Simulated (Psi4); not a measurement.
I4Ti, singlet, at a GFN2-xTB geometry (such geometries of metal compounds can be far from the true shape) (core potentials on I); PBE/def2-SV(P) in Psi4.

Psi4 was given this input:
```
memory 2 GB

molecule mol {
0 1
Ti   -0.000000    0.000000   -0.000000
I     2.095241   -0.595467   -1.496032
I     0.787832    0.442030    2.483275
I    -1.173643    2.168196   -0.950901
I    -1.709430   -2.014759   -0.036342
}

set {
  basis def2-sv(p)
  reference rks
}

energy('pbe')
print_variables()
```

It wrote (shortened):

```
   => Loading Basis Set <=

    Name: DEF2-SV(P)
    Role: ORBITAL
    Keyword: BASIS

    !!!  WARNING: ECP capability is in beta. Please check occupations closely.  !!!

         ---------------------------------------------------------
                                   SCF
               by Justin Turney, Rob Parrish, Andy Simmonett
                          and Daniel G. A. Smith
                              RKS Reference
         ---------------------------------------------------------

  ==> Geometry <==

    Molecular point group: c1
    Full point group: C1

    Geometry (in Angstrom), charge = 0, multiplicity = 1:

       Center              X                  Y                   Z               Mass
    ------------   -----------------  -----------------  -----------------  -----------------
         TI          -0.000000000000     0.000000000000    -0.000000000000    47.947941980000
         I            2.095241000000    -0.595467000000    -1.496032000000   126.904471900000
         I            0.787832000000     0.442030000000     2.483275000000   126.904471900000
         I           -1.173643000000     2.168196000000    -0.950901000000   126.904471900000
         I           -1.709430000000    -2.014759000000    -0.036342000000   126.904471900000

  Running in c1 symmetry.

  Rotational constants: A =      0.00713  B =      0.00713  C =      0.00713 [cm^-1]
  Rotational constants: A =    213.86841  B =    213.86836  C =    213.86835 [MHz]
  Nuclear repulsion =  900.436853352486878

  Charge       = 0
  Multiplicity = 1
  Electrons    = 122
  Nalpha       = 61
  Nbeta        = 61

  ==> Algorithm <==

  SCF Algorithm Type is DF.
  DIIS enabled.
  MOM disabled.
  Fractional occupation disabled.
  Guess Type is SAD.
  Energy threshold   = 1.00e-06
  Density threshold  = 1.00e-06
  Integral threshold = 1.00e-12

  ==> Primary Basis <==

  Basis Set: DEF2-SV(P)
    Blend: DEF2-SV(P)
    Number of shells: 50
    Number of basis functions: 128
    Number of Cartesian functions: 138
    Spherical Harmonics?: true
    Max angular momentum: 2

  Core potential: DEF2-SV(P)
    Number of shells: 16
    Number of ECP primitives: 116
    Number of ECP core electrons: 112
    Max angular momentum: 3

  ==> DFT Potential <==

   => LibXC <=

    Version 7.1.2
    S. Lehtola, C. Steigemann, M. J. T. Oliveira, and M. A. L. Marques,  SoftwareX 7, 1–5 (2018) (10.1016/j.softx.2017.11.002)

   => Composite Functional: PBE <=

[...]
   @DF-RKS iter  16: -2040.13699794929448   -1.52187e-04   5.56311e-05 DIIS
   @DF-RKS iter  17: -2040.13702339640099   -2.54471e-05   1.36175e-05 DIIS
   @DF-RKS iter  18: -2040.13702503206264   -1.63566e-06   1.56514e-06 DIIS
   @DF-RKS iter  19: -2040.13702504579533   -1.37327e-08   1.04412e-06 DIIS
   @DF-RKS iter  20: -2040.13702505528840   -9.49308e-09   6.34745e-08 DIIS
  Energy and wave function converged.

  ==> Post-Iterations <==

   Electrons on quadrature grid:
      Ntotal   =  122.0000598116 ; deviation = 5.981e-05

    Orbital Energies [Eh]
    ---------------------

    Doubly Occupied:

[...]
      61A     -0.245842

    Virtual:

[...]
     128A     55.948747

    Final Occupation by Irrep:
              A
    DOCC [    61 ]
    NA   [    61 ]
    NB   [    61 ]

  @DF-RKS Final Energy: -2040.13702505528840

   => Energetics <=

    Nuclear Repulsion Energy =            900.4368533524868781
    One-Electron Energy =               -5033.3517367435179040
    Two-Electron Energy =                2223.4577954092656000
    DFT Exchange-Correlation Energy =    -130.6799370735226944
    Empirical Dispersion Energy =           0.0000000000000000
    VV10 Nonlocal Energy =                  0.0000000000000000
    Total Energy =                      -2040.1370250552884045

Computation Completed

Properties will be evaluated at   0.000000,   0.000000,   0.000000 [a0]

Properties computed using the SCF density matrix

 Multipole Moments:

 ------------------------------------------------------------------------------------
     Multipole            Electronic (a.u.)      Nuclear  (a.u.)        Total (a.u.)
 ------------------------------------------------------------------------------------

 L = 1.  Multiply by 2.5417464519 to convert [e a0] to [Debye]
 Dipole X            :         -0.0000074            0.0000000           -0.0000074
 Dipole Y            :         -0.0000123           -0.0000000           -0.0000123
 Dipole Z            :          0.0000219           -0.0000000            0.0000219
 Magnitude           :                                                    0.0000261

 ------------------------------------------------------------------------------------

  Variable Map:
  ----------------------------------------------------------------------------
[...]
  Array Variable Map:
  ----------------------------------------------------------------------------
[...]
[...]
```
